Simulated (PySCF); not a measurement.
This PySCF input asks for the NMR shieldings of SMILES CC[SiH2]O[Si@@H](N)N(C)C, C4H16N2OSi2; the geometry comes from GFN2-xTB.

```python
import basis_set_exchange as bse
import numpy as np
from pyscf import gto, dft
from pyscf.prop import nmr

atoms = """
C     4.445058    0.000190    0.068798
C     3.025579    0.362101    0.489865
Si    1.706731   -0.268685   -0.723742
O     0.247363    0.187299   -0.213133
Si   -1.088581    0.439183    0.680168
N    -1.537108    2.093430    0.848933
N    -2.369724   -0.311994   -0.176540
C    -3.738147   -0.105351    0.223872
C    -2.184731   -1.551540   -0.887794
H     5.175057    0.367200    0.789010
H     4.555859   -1.078721   -0.010399
H     4.676818    0.432897   -0.901571
H     2.950372    1.447625    0.588260
H     2.834705   -0.045208    1.485624
H     1.849586    0.332996   -2.052014
H     1.733288   -1.734954   -0.796823
H    -0.786442   -0.037943    2.031712
H    -0.904098    2.696107    1.347059
H    -1.893365    2.574283    0.038225
H    -3.820395    0.845579    0.739663
H    -4.387154   -0.095807   -0.656857
H    -4.087369   -0.899848    0.894976
H    -2.470379   -2.417264   -0.276917
H    -1.141628   -1.651607   -1.172504
H    -2.802230   -1.555824   -1.791350
"""
names = dict.fromkeys(["C", "Si", "O", "N", "H"], "pcSseg-1")
basis = {el: gto.basis.parse(bse.get_basis(n, elements=[el], fmt="nwchem")) for el, n in names.items()}
mol = gto.M(atom=atoms, basis=basis, charge=0, verbose=0)
mf = dft.RKS(mol, xc="PBE0")
mf.grids.level = 2
mf.grids.alignment = dft.numint.BLKSIZE   # the property module wants whole blocks of grid points
mf.conv_tol = 1e-9
mf.kernel()

calc = nmr.RKS(mf)   # GIAO
C = mf.mo_coeff
Co = C[:, mf.mo_occ > 0]
resp = mf.gen_response(singlet=True, hermi=2)
def vind(x):   # induced exchange potential for any number of trial vectors
    d = np.einsum("pi,xij,qj->xpq", C, 2 * x.reshape(-1, C.shape[1], Co.shape[1]), Co, optimize=True)
    return np.einsum("xpq,pi,qj->xij", resp(d - d.transpose(0, 2, 1)), C, Co, optimize=True).ravel()
mo1, _ = nmr.rhf.solve_mo1(calc, with_cphf=vind)
sigma = calc.kernel(mo1)
for i, s in enumerate(sigma):   # ppm
    w = np.linalg.eigvalsh((s + s.T) / 2)
    print("%2d %-2s iso %8.1f  s11 %8.1f  s22 %8.1f  s33 %8.1f" % (i, mol.atom_pure_symbol(i), w.mean(), *w))
```

Question: What are the results?

Answer: 
```
 0 C  iso    180.3  s11    174.2  s22    177.3  s33    189.5
 1 C  iso    174.9  s11    163.8  s22    172.1  s33    188.9
 2 Si iso    373.3  s11    330.1  s22    365.5  s33    424.5
 3 O  iso    267.3  s11    228.7  s22    279.7  s33    293.6
 4 Si iso    397.3  s11    361.7  s22    391.3  s33    439.0
 5 N  iso    234.6  s11    209.9  s22    226.0  s33    267.9
 6 N  iso    238.1  s11    211.6  s22    232.2  s33    270.6
 7 C  iso    147.8  s11    124.4  s22    132.8  s33    186.2
 8 C  iso    148.1  s11    124.5  s22    135.1  s33    184.8
 9 H  iso     30.4  s11     25.4  s22     27.8  s33     38.0
10 H  iso     30.9  s11     26.1  s22     29.3  s33     37.4
11 H  iso     30.9  s11     26.1  s22     29.2  s33     37.5
12 H  iso     30.7  s11     25.7  s22     30.5  s33     35.9
13 H  iso     30.6  s11     25.7  s22     30.4  s33     35.8
14 H  iso     26.6  s11     22.5  s22     26.2  s33     31.2
15 H  iso     26.5  s11     22.3  s22     26.8  s33     30.5
16 H  iso     27.0  s11     23.4  s22     25.5  s33     32.1
17 H  iso     31.2  s11     24.6  s22     27.1  s33     42.0
18 H  iso     31.1  s11     24.9  s22     27.5  s33     40.8
19 H  iso     28.3  s11     22.2  s22     29.1  s33     33.6
20 H  iso     29.4  s11     25.0  s22     26.6  s33     36.5
21 H  iso     29.4  s11     24.7  s22     26.8  s33     36.6
22 H  iso     29.4  s11     25.2  s22     26.7  s33     36.3
23 H  iso     28.5  s11     22.3  s22     29.8  s33     33.4
24 H  iso     29.3  s11     25.0  s22     26.7  s33     36.3
```

These numbers come from an equivalent density-fitted implementation of the same equations, which agrees with the script to about 0.01 ppm for H and up to a few tenths of a ppm for heavy atoms, so last digits may differ.

Question: Turn these shieldings into chemical shifts. Referencing at the same level of theory: 13C (σ = 186.93 ppm), 29Si (σ = 349.16 ppm), 1H (σ = 31.72 ppm) against TMS; 17O (σ = 336.08 ppm) against H2O; 15N (σ = 267.73 ppm) against NH3.

Answer: Averaging equivalent atoms: C 7/8: 39.0; C 1: 12.0; C 0: 6.6; Si 2: -24.2; Si 4: -48.2; O 3: 68.8; N 5: 33.2; N 6: 29.6; H 15: 5.18; H 14: 5.09; H 16: 4.71; H 19/20/21/22/23/24: 2.67; H 13: 1.08; H 12: 1.01; H 9/10/11: 0.97; H 17/18: 0.55 ppm. Experimental scales use liquid or dissolved standards, which lie at an offset from isolated NH3 (liquid NH3: subtract about 20 ppm) and H2O (liquid H2O: subtract about 36 ppm).

Size and cost of the density-fitted run: 247 basis functions, 73 s wall time on 1 thread of an Arm Neoverse V1, shared host; peak memory 1.1 GiB.
